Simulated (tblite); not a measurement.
C6H7O3S (charge -1).
Cartesian coordinates in Å at the GFN2-xTB level; atoms count from 1:
```xyz
17
C6H7O3S angstrom
O      2.2187   -0.4451   -1.5700
C      1.5241    0.4474   -1.0891
O      1.0333    1.4616   -1.6289
C      1.1507    0.4076    0.4293
C      0.4276   -0.8052    0.9694
C     -0.5708   -1.3318   -0.0558
C     -1.4894   -0.2711   -0.5740
C     -1.3218    1.0300   -0.4421
S      0.0153    1.8434    0.4620
O     -0.5136    1.8977    1.8638
H      2.0141    0.6627    1.0515
H     -0.0984   -0.4971    1.8818
H      1.1392   -1.5956    1.2270
H     -1.1638   -2.1486    0.3737
H     -0.0141   -1.7394   -0.9070
H     -2.3421   -0.6450   -1.1375
H     -2.0158    1.7406   -0.8641
```

Computed values, GFN2-xTB/tblite, gas phase, harmonic and unscaled. The method is semi-empirical: single wavenumbers can be off by several per cent or more. One conformer, not necessarily the lowest.

Harmonic wavenumbers (cm⁻¹): 64.0, 122.1, 145.4, 173.4, 216.7, 242.2, 306.7, 368.9, 432.2, 442.1, 467.7, 598.2, 630.9, 681.8, 696.7, 744.6, 752.2, 849.9, 902.6, 905.3, 919.9, 1016.0, 1030.1, 1038.3, 1093.0, 1131.7, 1152.9, 1180.8, 1219.7, 1250.1, 1300.4, 1311.9, 1340.3, 1347.8, 1462.0, 1475.2, 1706.8, 1768.4, 2903.9, 2911.8, 2922.7, 2941.6, 2946.2, 2965.2, 3072.0.

A = 1688, B = 1229, C = 1036 MHz; mass 159.012 u (most abundant isotopes); point group C1, symmetry number 1.

**Question.** Zero-point energy?

**Answer.** Half the sum of the wavenumbers: 26576 cm⁻¹ = 75.98 kcal/mol.

**Question.** Entropy at 273.15 K, 1 bar (ideal gas, RRHO, classical rotation)?

**Answer.** Translation 40.69, rotation 29.13, vibration 22.00: S = 91.8 cal/(mol K).

**Question.** And Cp and H(273.15 K) − H(0)?

**Answer.** Cp = 34.37 cal/(mol K), of which vibrations give 26.42 (their classical limit is 45 R = 89.4); H(273.15 K) − H(0) = 5.59 kcal/mol without the zero-point energy, 3.42 from vibrations.

**Question.** Which modes carry the vibrational entropy at 273.15 K?

**Answer.** 64.0 cm⁻¹: 4.16; 122.1 cm⁻¹: 2.90; 145.4 cm⁻¹: 2.57; 173.4 cm⁻¹: 2.23; 216.7 cm⁻¹: 1.83; 242.2 cm⁻¹: 1.63 cal/(mol K); the other 39 give 6.68 together.

**Question.** How do the functions run with temperature in this model?

**Answer.** 
| T (K) | S (cal/(mol K)) | Cp (cal/(mol K)) | H − H(0) (kcal/mol) | G − H(0) (kcal/mol) | ln q(vib) |
| --- | --- | --- | --- | --- | --- |
| 150 | 75.4 | 21.9 | 2.14 | -9.17 | 2.02 |
| 250 | 88.9 | 32.0 | 4.83 | -17.40 | 4.23 |
| 298.15 | 94.9 | 36.9 | 6.49 | -21.82 | 5.34 |
| 400 | 107.2 | 46.6 | 10.75 | -32.12 | 7.75 |
| 600 | 129.0 | 60.9 | 21.61 | -55.79 | 12.51 |
| 900 | 156.4 | 73.8 | 42.00 | -98.75 | 19.31 |

q(vib) and H(0) count from the zero-point level.

**Question.** What must be added to the electronic energy to get the Gibbs energy at 273.15 K and 1 bar?

**Answer.** ZPE + [H(273.15 K) − H(0)] − T·S = 75.98 + 5.59 − 25.08 = 56.49 kcal/mol.

**Question.** Blend soft modes into free rotors: weight 1/[1 + (100 cm⁻¹/ν̃)⁴] for the oscillator and the rest for a rotor with moment μB/(μ + B), μ = h/(8π²ν), B = 10⁻⁴⁴ kg m². What vibrational entropy results?

**Answer.** 21.08 cal/(mol K) in place of 22.00, which changes −T·S at 273.15 K by +0.25 kcal/mol.

Hindered rotation and anharmonicity are outside this model. Other conformers, if any are populated, would add a mixing term that is left out. The structure is chiral; the term R ln 2 for an equal mix with its mirror image is left out.

The run took 0.69 s on one thread of an Arm Neoverse V1, no GPU (shared host). The figure is for the frequency step alone.
